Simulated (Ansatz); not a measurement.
System: H$_{2}$BSO, charge 0, doublet. H2BSO (SMILES OB[S], doublet).
B3LYP-D3(BJ)/def2-TZVP minimum from Ansatz (a quantum-chemistry and plane-wave program):
```xyz
5

B     -0.4663     0.2089    -0.5522
H     -1.2334    -0.2890    -1.3229
O     -0.3013     1.5548    -0.5894
H      0.3258     1.9121     0.0487
S      0.3531    -0.9441     0.5469
```
Charge 0, spin multiplicity 2.

Atomisation energy term by term, kcal/mol (programs: Ansatz). Radicals and triplets start from unrestricted determinants; spin-orbit coupling is neglected. Cores are frozen in correlated methods. Rows without X2C or -DK are non-relativistic. CBS(X,Y): correlation extrapolated as X^-3, Hartree-Fock from the larger set. A bracket is a step between two methods taken in the basis named. '+ core + X2C': CCSD(T) terms for core correlation (cc-pwCVTZ, 1s frozen past Ne) and scalar relativity (cc-pVTZ-DK). For partners of very few electrons the exact lower level stands in for a higher one.

| term | basis | kcal/mol |
|---|---|---|
| Hartree-Fock | cc-pV(Q+d)Z | 316.05 |
| CCSD correlation | CBS(cc-pV(T+d)Z,cc-pV(Q+d)Z) | 103.74 |
| (T) | CBS(cc-pV(T+d)Z,cc-pV(Q+d)Z) | 8.13 |
| CCSDT(Q) - CCSD(T) | cc-pV(D+d)Z | 0.61 |
| core correlation | cc-pwCVTZ | 1.92 |
| scalar relativity | X2C, cc-pVTZ-DK | -0.53 |
| sum: De |  | 429.9 |
